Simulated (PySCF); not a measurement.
CHO2 (SMILES O=[C-]O), charge -1, singlet, geometry from GFN2-xTB; PySCF with DF-CCSD(T)/def2-SVP.

Input for PySCF:
```python
from pyscf import gto, scf, cc

mol = gto.Mole()
mol.atom = '''
    O    -1.06017647   -0.42035133   -0.00039719
    C     0.00193940    0.63730099   -0.02155352
    O     1.13549551    0.10277181    0.01219052
    H    -0.61418871   -1.28316976    0.03497448
'''
mol.basis = 'def2-svp'
mol.charge = -1
mol.verbose = 4
mol.build()

mf = scf.RHF(mol)
mf = mf.density_fit(auxbasis='def2-universal-jkfit')
mf.kernel()

mycc = cc.CCSD(mf)
mycc.kernel()
et = mycc.ccsd_t()
print('E(CCSD(T)) = %.10f' % (mycc.e_tot + et))
mf.analyze()
```

Task: Predict the main parts of the log of this PySCF run.

Result: 
```
PySCF version 2.14.0

[INPUT] verbose = 4
[INPUT] num. atoms = 4
[INPUT] num. electrons = 24
[INPUT] charge = -1
[INPUT] spin (= nelec alpha-beta = 2S) = 0
[INPUT] symmetry False subgroup None
[INPUT] Mole.unit = angstrom
[INPUT] Symbol           X                Y                Z      unit          X                Y                Z       unit  Magmom
[INPUT]  1 O     -1.060176470000  -0.420351330000  -0.000397190000 AA   -2.003443172008  -0.794348889797  -0.000750580319 Bohr   0.0
[INPUT]  2 C      0.001939400000   0.637300990000  -0.021553520000 AA    0.003664934846   1.204324330014  -0.040730249820 Bohr   0.0
[INPUT]  3 O      1.135495510000   0.102771810000   0.012190520000 AA    2.145775529573   0.194210574226   0.023036744116 Bohr   0.0
[INPUT]  4 H     -0.614188710000  -1.283169760000   0.034974480000 AA   -1.160648450700  -2.424839417724   0.066092188549 Bohr   0.0

nuclear repulsion = 60.0347626752987
number of shells = 21
number of NR pGTOs = 79
number of NR cGTOs = 47
basis = def2-svp
ecp = {}

******** <class 'pyscf.df.df_jk.DFRHF'> ********
method = DFRHF
initial guess = minao
damping factor = 0
level_shift factor = 0
DIIS = <class 'pyscf.scf.diis.CDIIS'>
diis_start_cycle = 1
diis_space = 8
diis_damp = 0
SCF conv_tol = 1e-09
SCF conv_tol_grad = None
SCF max_cycles = 50
direct_scf = False
Set gradient conv threshold to 3.16228e-05
Initial guess from minao.
******** <class 'pyscf.df.df.DF'> ********
auxbasis = def2-universal-jkfit
init E= -187.880098696211
  HOMO = -0.215540543541755  LUMO = 0.0501616337685467  gap/eV = 7.23012
cycle= 1 E= -187.847028151549  delta_E= 0.0331  |g|= 0.762  |ddm|=  2.2
  HOMO = -0.0266577340065322  LUMO = 0.421014919956541  gap/eV = 12.18179
cycle= 2 E= -187.915573141005  delta_E= -0.0685  |g|= 0.523  |ddm|= 0.887
  HOMO = -0.0809538888053387  LUMO = 0.412478559067984  gap/eV = 13.42698
cycle= 3 E= -187.965357372423  delta_E= -0.0498  |g|= 0.0568  |ddm|= 0.369
  HOMO = -0.0885189241320647  LUMO = 0.416530169390877  gap/eV = 13.74309
cycle= 4 E= -187.966526260611  delta_E= -0.00117  |g|= 0.0285  |ddm|= 0.0846
  HOMO = -0.0886446854656908  LUMO = 0.41805104158642  gap/eV = 13.78789
cycle= 5 E= -187.966813323407  delta_E= -0.000287  |g|= 0.0087  |ddm|= 0.0425
  HOMO = -0.0881440102680742  LUMO = 0.417111085844878  gap/eV = 13.74869
cycle= 6 E= -187.9668597374  delta_E= -4.64e-05  |g|= 0.00299  |ddm|= 0.0177
  HOMO = -0.0884876235619654  LUMO = 0.417085644750653  gap/eV = 13.75735
cycle= 7 E= -187.966868423217  delta_E= -8.69e-06  |g|= 0.000991  |ddm|= 0.00897
  HOMO = -0.0883196181011154  LUMO = 0.417058699533515  gap/eV = 13.75204
cycle= 8 E= -187.966869215069  delta_E= -7.92e-07  |g|= 0.000332  |ddm|= 0.00256
  HOMO = -0.0883705359935805  LUMO = 0.417053392782269  gap/eV = 13.75329
cycle= 9 E= -187.96686929643  delta_E= -8.14e-08  |g|= 9.49e-05  |ddm|= 0.000825
  HOMO = -0.0883632168653419  LUMO = 0.417054488603111  gap/eV = 13.75312
cycle= 10 E= -187.966869302834  delta_E= -6.4e-09  |g|= 2.2e-05  |ddm|= 0.000252
  HOMO = -0.0883651158187568  LUMO = 0.417053244317483  gap/eV = 13.75313
cycle= 11 E= -187.966869303202  delta_E= -3.68e-10  |g|= 4.23e-06  |ddm|= 6.44e-05
  HOMO = -0.0883652154363359  LUMO = 0.417053702354459  gap/eV = 13.75315
Extra cycle  E= -187.966869303213  delta_E= -1.06e-11  |g|= 2e-06  |ddm|= 6.18e-06
converged SCF energy = -187.966869303213

******** <class 'pyscf.cc.dfccsd.RCCSD'> ********
CC2 = 0
CCSD nocc = 12, nmo = 47
max_cycle = 50
direct = 0
conv_tol = 1e-07
conv_tol_normt = 1e-05
diis_space = 6
diis_start_cycle = 0
diis_start_energy_diff = 1e+09
Init t2, MP2 energy = -188.470954601955  E_corr(MP2) -0.504085298741865
Init E_corr(RCCSD) = -0.504085298743757
cycle = 1  E_corr(RCCSD) = -0.496310521158562  dE = 0.00777477759  norm(t1,t2) = 0.0740123
cycle = 2  E_corr(RCCSD) = -0.513136111664001  dE = -0.0168255905  norm(t1,t2) = 0.0258395
cycle = 3  E_corr(RCCSD) = -0.512582344257364  dE = 0.000553767407  norm(t1,t2) = 0.0158712
cycle = 4  E_corr(RCCSD) = -0.51537667900154  dE = -0.00279433474  norm(t1,t2) = 0.00693354
cycle = 5  E_corr(RCCSD) = -0.515401295060899  dE = -2.46160594e-05  norm(t1,t2) = 0.00167208
cycle = 6  E_corr(RCCSD) = -0.515234759855804  dE = 0.000166535205  norm(t1,t2) = 0.000691559
cycle = 7  E_corr(RCCSD) = -0.51521872855333  dE = 1.60313025e-05  norm(t1,t2) = 0.000258619
cycle = 8  E_corr(RCCSD) = -0.51523902232682  dE = -2.02937735e-05  norm(t1,t2) = 0.00010492
cycle = 9  E_corr(RCCSD) = -0.515238891194976  dE = 1.31131844e-07  norm(t1,t2) = 4.39643e-05
cycle = 10  E_corr(RCCSD) = -0.515238108142744  dE = 7.83052232e-07  norm(t1,t2) = 1.5157e-05
cycle = 11  E_corr(RCCSD) = -0.515238476034455  dE = -3.67891711e-07  norm(t1,t2) = 4.36788e-06
cycle = 12  E_corr(RCCSD) = -0.515237994958981  dE = 4.81075474e-07  norm(t1,t2) = 1.94292e-06
cycle = 13  E_corr(RCCSD) = -0.515237974217456  dE = 2.07415254e-08  norm(t1,t2) = 8.11794e-07
RCCSD converged
E(RCCSD) = -188.4821072774301  E_corr = -0.5152379742174558
RCCSD(T) correction = -0.016124393060539
E(CCSD(T)) = -188.4982316705
**** SCF Summaries ****
Total Energy =                        -187.966869303212661
Nuclear Repulsion Energy =              60.034762675298666
One-electron Energy =                 -384.256378761402743
Two-electron Energy =                  136.254746782891431
Two-electron Coulomb Energy =          158.409704572148627
DFT Exchange-Correlation Energy =      -22.154957789257196
HOMO-LUMO gap [eV] =                    13.753149273815970
**** MO energy ****
MO #1   energy= -20.3061777168239  occ= 2
MO #2   energy= -20.2693993186349  occ= 2
MO #3   energy= -11.062496568159   occ= 2
MO #4   energy= -1.11460731555688  occ= 2
MO #5   energy= -1.02351522870179  occ= 2
MO #6   energy= -0.509275046939268 occ= 2
MO #7   energy= -0.400017795794447 occ= 2
MO #8   energy= -0.347963397525707 occ= 2
MO #9   energy= -0.306288281242925 occ= 2
MO #10  energy= -0.237344327940902 occ= 2
MO #11  energy= -0.207993515814141 occ= 2
MO #12  energy= -0.0883652154363359 occ= 2
MO #13  energy= 0.417053702354459  occ= 0
MO #14  energy= 0.441239620374692  occ= 0
MO #15  energy= 0.636362820721091  occ= 0
MO #16  energy= 0.676043033282216  occ= 0
MO #17  energy= 0.836399479440161  occ= 0
MO #18  energy= 0.960073838679985  occ= 0
MO #19  energy= 0.974635686710153  occ= 0
MO #20  energy= 1.07722807884642   occ= 0
 ** Mulliken pop on meta-lowdin orthogonal AOs  **
 ** Mulliken pop  **
 ** Mulliken atomic charges  **
charge of    0O =     -0.63438
charge of    1C =      0.05844
charge of    2O =     -0.65312
charge of    3H =      0.22907

WARN: System has nonzero charge -1; the dipole moment is origin-dependent.
Location of origin: [0. 0. 0.]

Dipole moment(X, Y, Z, Debye): -0.34887, -2.38596,  0.07598
```
